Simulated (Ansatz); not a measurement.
Species: H$_{3}$InO, SMILES `[OH][InH2]` (charge 0, multiplicity 1).

Question: Give a relaxed geometry from B3LYP-D3(BJ)/def2-TZVP in Ansatz (a quantum-chemistry and plane-wave program).

Answer: One answer among several that fit: the end point of this relaxation, one of several conformers (outside a Z-matrix the atoms follow the SMILES, hydrogens last).
Z-matrix (Å, degrees):
```
In
O 1 2.0076
H 2 0.9624 1 113.67
H 1 1.7097 2 110.83 3 -179.99
H 1 1.7196 4 134.45 2 -179.99
```
